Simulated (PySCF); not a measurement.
Delta-SCF ions had no search for a lower state. Excitations are Tamm–Dancoff values on a coarser integration grid. The basis has no diffuse functions, so Rydberg states are missing or too high.

**C$_{8}$H$_{7}$FSSi, SMILES `Fc1c([SiH3])sc2ccccc12` (charge 0, multiplicity 1)**

All values below come from PBE-D3(BJ)/def2-TZVP // PBE-D3(BJ)/def2-SVP in PySCF.

| Item | Result |
|---|---|
| HOMO | -5.51 eV |
| dipole moment | 1.35 D |
| HOMO–LUMO gap | 3.32 eV |
| LUMO | -2.19 eV |
| S1 excitation (TDA) | 4.00 eV |
| S1 oscillator strength | 0.070 |
| brightest of the four lowest singlets (TDA) | 5.07 eV |
| T1 excitation (TDA) | 2.95 eV |
| S1–T1 gap (TDA) | 1.04 eV |
| vertical ionisation energy (Delta-SCF) | 7.88 eV |
| total energy | -1095.9817 Ha |
| cost | around 16 core-minutes (rough) |

Bonds (Å): F1–C2 1.342, C2–C3 1.380, C2–C11 1.438, C3–Si4 1.875, C3–S5 1.761, Si4–H12 1.504, Si4–H13 1.499, Si4–H14 1.504, S5–C6 1.754, C6–C7 1.407, C6–C11 1.425, C7–C8 1.399, C7–H15 1.100, C8–C9 1.416, C8–H16 1.100, C9–C10 1.395, C9–H17 1.100, C10–C11 1.413, C10–H18 1.100. Angles (°): F1–C2–C3 123.5, F1–C2–C11 120.7, C3–C2–C11 115.8, C2–C3–Si4 127.7, C2–C3–S5 109.9, Si4–C3–S5 122.4, C3–Si4–H12 110.3, C3–Si4–H13 108.3, C3–Si4–H14 110.3, H12–Si4–H13 109.9, H12–Si4–H14 108.2, H13–Si4–H14 109.9, C3–S5–C6 92.5, S5–C6–C7 127.6, S5–C6–C11 111.3, C7–C6–C11 121.0, C6–C7–C8 118.2, C6–C7–H15 120.8, C8–C7–H15 120.9, C7–C8–C9 121.2, C7–C8–H16 119.3, C9–C8–H16 119.5, C8–C9–C10 120.8, C8–C9–H17 119.5, C10–C9–H17 119.8, C9–C10–C11 118.9, C9–C10–H18 121.5, C11–C10–H18 119.7, C2–C11–C6 110.5, C2–C11–C10 129.6, C6–C11–C10 119.9.
Charge 0, spin multiplicity 1.
